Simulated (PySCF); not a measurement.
From one molecule to another.

First species: C3H12ClNSi2.
InChI=1S/C3H12ClNSi2/c1-3(2)7(5)6-4/h3,7H,5-6H2,1-2H3/t7-/m1/s1

Second species: C6H14Si3.
InChI=1S/C6H14Si3/c1-3-5-8-6(9-5)7-4-2/h1,5-6H,4,7-9H2,2H3/t5-,6-

Levels: PBE0/pcSseg-1 for dipole moment, HOMO energy, LUMO energy and HOMO–LUMO gap; GFN2-xTB for rotational constant A and rotational constant C. Geometries: GFN2-xTB. Each species is one conformer at its optimised geometry, gas phase, non-relativistic unless stated. Electronic properties by PySCF.

Dipoles, sizes and rotational constants follow the conformer. The torsions of the flexible species, by atom-mapped SMILES:
- `[CH3:1][CH:2]([CH3:3])[Si@H:4]([NH2:5])[SiH2:6][Cl:7]`: C1–C2–Si4–N5 172°, C2–Si4–Si6–Cl7 165°, H–N5–Si4–C2 -168°, H–N5–Si4–C2 51°
- `[CH:1]#[C:2][C@H:3]1[SiH2:4][C@H:5]([SiH2:6][CH2:7][CH3:8])[SiH2:9]1`: Si4–C5–Si6–C7 74°, C5–Si6–C7–C8 -62°

```json
{"property": "dipole moment", "column X": "2.36 D", "column Y": "1.36 D"}
{"property": "HOMO energy", "column X": "-7.32 eV", "column Y": "-6.95 eV"}
{"property": "LUMO energy", "column X": "-0.55 eV", "column Y": "-0.43 eV"}
{"property": "HOMO–LUMO gap", "column X": "6.77 eV", "column Y": "6.52 eV"}
{"property": "rotational constant A", "column X": "2.836 GHz", "column Y": "2.083 GHz"}
{"property": "rotational constant C", "column X": "0.591 GHz", "column Y": "0.439 GHz"}
```

Task: Which column belongs to which species?

Result: Column X is the first species and column Y the second. The first has 19 atoms and 82 electrons, the second 23 and 92.

Task: How does each property change from the first species to the second?

Result: dipole moment -1.00 D; HOMO energy +0.37 eV; LUMO energy +0.12 eV; HOMO–LUMO gap -0.25 eV; rotational constant A -0.753 GHz; rotational constant C -0.152 GHz.

On the first: The dipole equals about 7.9 × 10⁻³⁰ C·m (1 D = 3.33564 × 10⁻³⁰ C·m).

On the second: The dipole matches unit charges of opposite sign 0.28 Å apart (1 e·Å = 4.8032 D).
